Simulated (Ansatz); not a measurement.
Species: C4H10OSi, charge 0, multiplicity 1. 
Coordinates optimised at B3LYP-D3(BJ)/def2-TZVP (Ansatz, a first-principles code):
```xyz
16

C      2.8066    -1.1150    -0.2429
C      1.5920    -0.7561    -0.6547
Si     0.7990     0.8755    -0.2422
C     -0.8167     0.6104     0.7076
O     -1.6772    -0.1745    -0.1059
C     -2.9192    -0.4498     0.5060
H      3.2422    -2.0775    -0.4914
H      3.4229    -0.4585     0.3628
H      1.0247    -1.4610    -1.2580
H      1.7244     1.6629     0.6116
H      0.4964     1.6415    -1.4755
H     -0.6164     0.1029     1.6630
H     -1.2851     1.5758     0.9524
H     -3.5008    -1.0518    -0.1911
H     -3.4666     0.4753     0.7275
H     -2.7859    -1.0084     1.4413
```

Basis-set convergence of Hartree-Fock and CCSD(T) correlation energies (hartree) with Ansatz. Correlated levels leave the core frozen unless marked. No spin-orbit coupling. No relativistic terms.

```
basis            functions       E(HF)  E(corr, CCSD(T))
---------------  ---------  ----------  ----------------
aug-cc-pV(D+d)Z        237  -521.08034          -0.98440
aug-cc-pV(T+d)Z        515           …                 …
```

Problem. Complete the blanks.

Solution. 
- aug-cc-pV(T+d)Z, E(HF): -521.15211
- aug-cc-pV(T+d)Z, E(corr, CCSD(T)): -1.15882
